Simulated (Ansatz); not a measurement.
Total energies of `ClB1O[SiH2]1`.

| atom | x (Å) | y (Å) | z (Å) |
| --- | --- | --- | --- |
| Cl1 | 2.020 | -0.708 | 1.771 |
| B2 | 0.721 | -0.307 | 0.709 |
| O3 | -0.573 | -0.662 | 0.717 |
| Si4 | -0.363 | 0.380 | -0.676 |
| H5 | -0.642 | -0.324 | -1.949 |
| H6 | -1.164 | 1.621 | -0.573 |

Charge 0, multiplicity 1. The geometry is a stationary point of PBE0-D4/def2-TZVP. Basis def2-TZVPP, Ansatz.

RPA on PBE orbitals: Hartree–Fock energy of these orbitals -849.21681 Eh, correlation -1.04192 Eh (frozen core).

| functional | kind | energy without D4 (Eh) | D4 term (kJ/mol) |
| --- | --- | --- | --- |
| LDA (SPW92) | LDA | -847.63286 | – |
| PBE | GGA | -850.63993 | -12.6 |
| revPBE | GGA | -850.92000 | -36.5 |
| r2SCAN | meta-GGA | -850.98713 | -2.8 |
| PBE0 | global hybrid, 25 % exact exchange | -850.70604 | -10.6 |
| B3LYP | global hybrid, 20 % | -851.13444 | -20.6 |
| r2SCAN0 | meta-GGA hybrid, 25 % | -850.96445 | -3.4 |
| HSE06 (plane-wave form) | screened hybrid | -850.68689 | -9.9 |
| CAM-B3LYP | range-separated hybrid | -851.07391 | -10.9 |
| LC-ωPBE | long-range corrected hybrid | -850.80606 | – |
| ωB97X-V | range-separated hybrid GGA with VV10 | -850.94842 | – |
| ωB97M-V | range-separated hybrid meta-GGA with VV10 | -851.02221 | – |
| B2PLYP | double hybrid | -850.77398 | – |
| PBE-QIDH | double hybrid | -850.52134 | – |

Give the same for BLYP, B97M-V, r2SCANh, BHLYP. (Estimate.)

The calculation gave: 
```
functional                   kind  energy without D4 (Eh)  D4 term (kJ/mol)
      BLYP                    GGA              -851.07001             -27.9
    B97M-V     meta-GGA with VV10              -850.89313                 –
   r2SCANh  meta-GGA hybrid, 10 %              -850.97767              -3.1
     BHLYP    global hybrid, 50 %              -851.04523             -16.6
```

B3LYP takes the VWN-RPA correlation (the form of Gaussian; ORCA's B3LYP/G). HSE06 is the plane-wave form, built on full-range PBE exchange. The double hybrids freeze the cores in their second-order part.

LC-ωPBE has ω = 0.4 bohr⁻¹.
